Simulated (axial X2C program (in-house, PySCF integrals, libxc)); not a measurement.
# Potential curves of RhAs, without spin–orbit coupling

Computed with an in-house relativistic program for diatomic molecules. Spin-free means the one-electron spin-free X2C Hamiltonian. Basis: Rh dyall-cv3z [12s12p8d5f3g], As dyall-cv3z [9s9p6d4f1g] (cores contracted in-house); Gaussian nuclei, density fitting, unrestricted open shells. Masses: Rh 102.906 u, As 74.922 u.

State: M_S = 2, Λ = 2 (beyond evenly filled blocks: σα, π+α, π-α, δ+α, δ+β, δ-α). Energies in eV from the fragments at the same level (Rh + As). Fits are polynomials in 1 − R0/R over 0.85 to 1.23 times the lowest point R0.

```tsv
R (Å)	HF	PBE0	MP2
1.9810	1.4367	-1.5624	-1.4501
2.0721	0.7190	-2.0664	-1.6513
2.1404	0.3342	-2.2684	-1.7438
2.2087	0.0541	-2.3641	-1.7845
2.2770	-0.1420	-2.3830	-1.7803
2.3567	-0.2875	-2.3372	-1.7302
2.4364	-0.3631	-2.2421	-1.6432
2.5389	-0.3836	-2.0749	-1.4929
2.6641	-0.3255	-1.8341	-1.2711
```

Correlated methods: 14 electrons correlated (number of frozen shells: Rh 4 s, 3 p, 1 d; As 3 s, 2 p, 1 d), 314 virtual spin orbitals or spinors in MP2.

The state is a single determinant with fixed occupations, the lowest that a limited PBE0 search found. Dissociation energies refer to the lowest single-determinant-based atoms at the same level and basis. PBE0 can misorder states that lie within some tenths of an eV, so this need not be the ground state of the molecule. The nearest other spin-free determinant of the search, M_S = 1, Λ = 0, lies 0.51 eV up at the distance of the search. Without a current term, density functionals place determinants with orbital angular momentum somewhat too high. MP2 and coupled cluster on one determinant become unreliable at the stretched end.

**Question.** Fit the HF curve near its minimum: give the equilibrium distance, the harmonic wavenumber and the well depth.

**Answer.** At HF, spin-free: Re = 2.516 Å, ωe ≈ 200 cm⁻¹, De = 0.39 eV to Rh + As; Be follows as 0.0614 cm⁻¹.

**Question.** What are Re, ωe and De at the PBE0 level?

**Answer.** At PBE0, spin-free: Re = 2.263 Å, ωe ≈ 280 cm⁻¹, De = 2.38 eV to Rh + As; Be follows as 0.0759 cm⁻¹.

**Question.** Fit the MP2 curve near its minimum: give the equilibrium distance, the harmonic wavenumber and the well depth.

**Answer.** At MP2, spin-free: Re = 2.235 Å, ωe ≈ 236 cm⁻¹, De = 1.79 eV to Rh + As; Be follows as 0.0778 cm⁻¹.
